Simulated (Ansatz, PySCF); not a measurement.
Process, species as SMILES: O[SiH3] [hydroxysilane] → O[SiH2-] + H+
Structures are relaxed separately at B3LYP-D3(BJ)/def2-TZVP in Ansatz (an electronic-structure program), one conformer each, not searched for the lowest. Frequencies are from Ansatz or PySCF.
Geometry of the first species:
SMILES: O[SiH3]
```xyz
6

Si    -0.5134    -0.0066    -0.1436
O      1.0508     0.0053     0.3904
H     -0.7688    -1.1431    -1.0634
H     -1.3498    -0.1404     1.0649
H     -0.8566     1.2474    -0.8595
H      1.7563     0.0863    -0.2554
```

Wanted: gas-phase deprotonation energy (enthalpy at 298 K, with B3LYP-D3(BJ) rigid-rotor harmonic-oscillator terms), in kcal/mol. Correlated levels leave the core frozen unless marked. Spin-orbit coupling is left out. No relativistic terms. Anions need diffuse functions: aug- sets have them; def2-D sets add few; the other sets have none. CBS marks a two-point X^-3 extrapolation of the correlation energy; Hartree-Fock from the larger set.

```tsv
level	program	gas-phase deprotonation energy (kcal/mol)
BLYP/def2-TZVPD	Ansatz	375.1
BHLYP/def2-TZVPD	Ansatz	383.2
```

### Question
Estimate the value at CCSD(T)/CBS(aug-cc-pV(T+d)Z,aug-cc-pV(Q+d)Z) as computed with Ansatz.

### Answer
379.7 kcal/mol
